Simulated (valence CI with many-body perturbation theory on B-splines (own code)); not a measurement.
**Bi⁴¹⁺: E2, M1 decay**

Method: configuration interaction combined with many-body perturbation theory (CI+MBPT): six valence electrons over a frozen Dirac-Fock core [Kr], radial functions for each j: 7 s, 7 p, 8 d, 6 f, 4 g, 1 h, with the one-electron correlation potential Σ1 (screened to all orders), the two-electron term Σ2, the three-electron term Σ3, Breit, model QED; selected single and double excitations, second order for the rest, scaled by the run's own slope (own B-spline code, finite nucleus).

The last digits are not significant, and no measured levels were compared; by estimate large intervals hold to a few tenths of a per cent, small ones and those within an open d or f shell to about a per cent. Among the levels kept, up to 720 cm⁻¹ of a level comes from second order outside the variational space, and about a tenth of that is noise between levels of different J, which matters for small intervals. Only levels of the ground parity were solved; by the run's estimate the other parity begins above the list, which can be wrong where configurations are misplaced.

Lines 51 to 100 of 109 in falling wavelength, among levels below 1123700 cm⁻¹, chosen from the decays that carry over 1 % of a level's rate. Wavelengths and rates use the calculated energies. Electric multipoles are in the length gauge with retardation, E1 and E2 with the static RPA response of the core. M1 uses the relativistic operator with retardation. S is in atomic units (e²a₀⁴ for E2 and M2, e²a₀⁶ for E3), for M1 in squared Bohr magnetons. Weak lines are less certain than strong ones. Lines between different terms over intervals too small for the method are left out, as are lines whose strength nearly cancels. The highest levels of a list are the least certain.

Levels are named by their leading jj configuration (3d3/2^4 stands for four electrons in 3d with j = 3/2), which in mixed levels can hold well under half, so a name can repeat and another be missing. Letters in brackets count levels of one name in rising energy.

| λ vac (Å) | Upper | Lower | Type | A (s⁻¹) | S (a.u.) |
| --- | --- | --- | --- | --- | --- |
| 372.5 | (4d3/2 4d5/2^5) J=4 | (4d3/2^2 4d5/2^4) J=3 [b] | M1 | 1.32e+05 | 2.27e+00 |
| 371.4 | (4d3/2^2 4d5/2^4) J=2 [c] | (4d3/2^3 4d5/2^3) J=1 [b] | M1 | 9.02e+04 | 8.57e-01 |
| 369.3 | (4d3/2^3 4d5/2^3) J=5 | (4d3/2^4 4d5/2^2) J=4 | M1 | 6.89e+04 | 1.42e+00 |
| 368.2 | (4d3/2^2 4d5/2^4) J=4 [b] | (4d3/2^3 4d5/2^3) J=3 [b] | M1 | 5.10e+04 | 8.49e-01 |
| 367.7 | (4d3/2 4d5/2^5) J=1 | (4d3/2^2 4d5/2^4) J=0 [a] | M1 | 2.48e+05 | 1.37e+00 |
| 366.8 | (4d3/2^3 4d5/2^3) J=3 [b] | (4d3/2^4 4d5/2^2) J=2 | M1 | 2.99e+04 | 3.83e-01 |
| 365.8 | (4d3/2^2 4d5/2^4) J=6 | (4d3/2^3 4d5/2^3) J=6 | M1 | 1.44e+05 | 3.40e+00 |
| 365.8 | (4d3/2^3 4d5/2^3) J=6 | (4d3/2^4 4d5/2^2) J=4 | E2 | 1.60e+01 | 1.21e-03 |
| 365.2 | (4d3/2^2 4d5/2^4) J=2 [b] | (4d3/2^3 4d5/2^3) J=3 [b] | M1 | 9.18e+04 | 8.28e-01 |
| 363.4 | (4d3/2^2 4d5/2^4) J=4 [a] | (4d3/2^3 4d5/2^3) J=4 [a] | M1 | 4.77e+05 | 7.64e+00 |
| 362.7 | (4d3/2 4d5/2^5) J=3 | (4d3/2^2 4d5/2^4) J=4 [b] | M1 | 9.17e+04 | 1.14e+00 |
| 362.4 | (4d3/2^2 4d5/2^4) J=6 | (4d3/2^3 4d5/2^3) J=5 | M1 | 6.24e+04 | 1.43e+00 |
| 362.1 | (4d3/2^2 4d5/2^4) J=4 [c] | (4d3/2^3 4d5/2^3) J=3 [c] | M1 | 1.44e+05 | 2.28e+00 |
| 357.2 | (4d3/2^2 4d5/2^4) J=2 [b] | (4d3/2^3 4d5/2^3) J=2 [a] | M1 | 1.64e+05 | 1.39e+00 |
| 356.3 | (4d3/2 4d5/2^5) J=2 | (4d3/2^2 4d5/2^4) J=1 | M1 | 2.23e+05 | 1.87e+00 |
| 354.8 | (4d3/2^2 4d5/2^4) J=4 [c] | (4d3/2^3 4d5/2^3) J=4 [b] | M1 | 1.08e+05 | 1.61e+00 |
| 353.4 | (4d3/2 4d5/2^5) J=1 | (4d3/2^2 4d5/2^4) J=2 [a] | M1 | 9.85e+05 | 4.83e+00 |
| 352.2 | (4d3/2^2 4d5/2^4) J=3 [a] | (4d3/2^3 4d5/2^3) J=4 [a] | M1 | 1.96e+05 | 2.22e+00 |
| 345.6 | (4d3/2 4d5/2^5) J=4 | (4d3/2^2 4d5/2^4) J=5 | M1 | 2.65e+05 | 3.64e+00 |
| 344.6 | (4d3/2^2 4d5/2^4) J=3 [a] | (4d3/2^3 4d5/2^3) J=3 [a] | M1 | 2.34e+05 | 2.48e+00 |
| 342.8 | (4d3/2^2 4d5/2^4) J=5 | (4d3/2^3 4d5/2^3) J=4 [a] | M1 | 1.89e+04 | 3.11e-01 |
| 340.9 | (4d3/2 4d5/2^5) J=3 | (4d3/2^2 4d5/2^4) J=3 [b] | M1 | 8.74e+04 | 8.98e-01 |
| 334.4 | (4d3/2^3 4d5/2^3) J=3 [b] | (4d3/2^4 4d5/2^2) J=4 | M1 | 1.07e+05 | 1.04e+00 |
| 333.5 | (4d3/2^2 4d5/2^4) J=4 [b] | (4d3/2^3 4d5/2^3) J=5 | M1 | 2.02e+05 | 2.50e+00 |
| 331.8 | (4d3/2^3 4d5/2^3) J=0 | (4d3/2^4 4d5/2^2) J=2 | E2 | 1.27e+03 | 4.58e-03 |
| 326.9 | (4d3/2 4d5/2^5) J=4 | (4d3/2^2 4d5/2^4) J=4 [a] | M1 | 4.45e+05 | 5.19e+00 |
| 325.8 | (4d3/2^2 4d5/2^4) J=1 | (4d3/2^3 4d5/2^3) J=1 [a] | M1 | 1.76e+05 | 6.76e-01 |
| 325.2 | (4d5/2^6) J=0 | (4d3/2 4d5/2^5) J=1 | M1 | 1.58e+06 | 2.01e+00 |
| 319.9 | (4d3/2^2 4d5/2^4) J=3 [b] | (4d3/2^3 4d5/2^3) J=4 [a] | M1 | 3.67e+04 | 3.11e-01 |
| 317.7 | (4d3/2 4d5/2^5) J=2 | (4d3/2^2 4d5/2^4) J=3 [a] | M1 | 3.00e+05 | 1.79e+00 |
| 317.1 | (4d3/2^2 4d5/2^4) J=2 [c] | (4d3/2^3 4d5/2^3) J=3 [b] | M1 | 2.10e+04 | 1.24e-01 |
| 313.7 | (4d3/2^3 4d5/2^3) J=1 [b] | (4d3/2^4 4d5/2^2) J=2 | M1 | 1.46e+04 | 5.00e-02 |
| 311.1 | (4d3/2^2 4d5/2^4) J=2 [b] | (4d3/2^3 4d5/2^3) J=1 [a] | M1 | 4.90e+03 | 2.73e-02 |
| 311.0 | (4d3/2^2 4d5/2^4) J=2 [c] | (4d3/2^3 4d5/2^3) J=2 [a] | M1 | 2.40e+04 | 1.34e-01 |
| 310.5 | (4d3/2 4d5/2^5) J=3 | (4d3/2^2 4d5/2^4) J=3 [a] | M1 | 2.88e+05 | 2.24e+00 |
| 310.1 | (4d3/2^3 4d5/2^3) J=2 [b] | (4d3/2^4 4d5/2^2) J=2 | M1 | 3.29e+04 | 1.82e-01 |
| 304.8 | (4d3/2^3 4d5/2^3) J=3 [c] | (4d3/2^4 4d5/2^2) J=2 | M1 | 4.75e+04 | 3.49e-01 |
| 302.3 | (4d3/2 4d5/2^5) J=3 | (4d3/2^2 4d5/2^4) J=4 [a] | M1 | 6.26e+04 | 4.49e-01 |
| 301.6 | (4d3/2^2 4d5/2^4) J=4 [c] | (4d3/2^3 4d5/2^3) J=3 [b] | M1 | 4.19e+03 | 3.83e-02 |
| 297.9 | (4d3/2^2 4d5/2^4) J=2 [d] | (4d3/2^3 4d5/2^3) J=3 [c] | M1 | 8.33e+04 | 4.08e-01 |
| 297.1 | (4d3/2^2 4d5/2^4) J=4 [b] | (4d3/2^3 4d5/2^3) J=3 [a] | M1 | 2.46e+04 | 2.15e-01 |
| 295.2 | (4d3/2^2 4d5/2^4) J=2 [b] | (4d3/2^3 4d5/2^3) J=3 [a] | M1 | 5.38e+04 | 2.57e-01 |
| 292.9 | (4d3/2^2 4d5/2^4) J=2 [d] | (4d3/2^3 4d5/2^3) J=2 [b] | M1 | 1.62e+04 | 7.56e-02 |
| 289.9 | (4d3/2^2 4d5/2^4) J=2 [d] | (4d3/2^3 4d5/2^3) J=1 [b] | M1 | 9.53e+04 | 4.30e-01 |
| 287.3 | (4d3/2 4d5/2^5) J=2 | (4d3/2^2 4d5/2^4) J=2 [a] | M1 | 1.04e+05 | 4.57e-01 |
| 286.7 | (4d3/2^3 4d5/2^3) J=2 [b] | (4d3/2^4 4d5/2^2) J=4 | E2 | 5.54e+02 | 4.79e-03 |
| 286.7 | (4d3/2^3 4d5/2^3) J=4 [b] | (4d3/2^4 4d5/2^2) J=4 | M1 | 5.92e+03 | 4.66e-02 |
| 286.7 | (4d3/2^3 4d5/2^3) J=4 [b] | (4d3/2^4 4d5/2^2) J=4 | E2 | 3.07e+02 | 4.78e-03 |
| 282.1 | (4d3/2^3 4d5/2^3) J=3 [c] | (4d3/2^4 4d5/2^2) J=4 | M1 | 4.43e+04 | 2.58e-01 |
| 281.4 | (4d3/2 4d5/2^5) J=3 | (4d3/2^2 4d5/2^4) J=2 [a] | M1 | 2.18e+04 | 1.26e-01 |
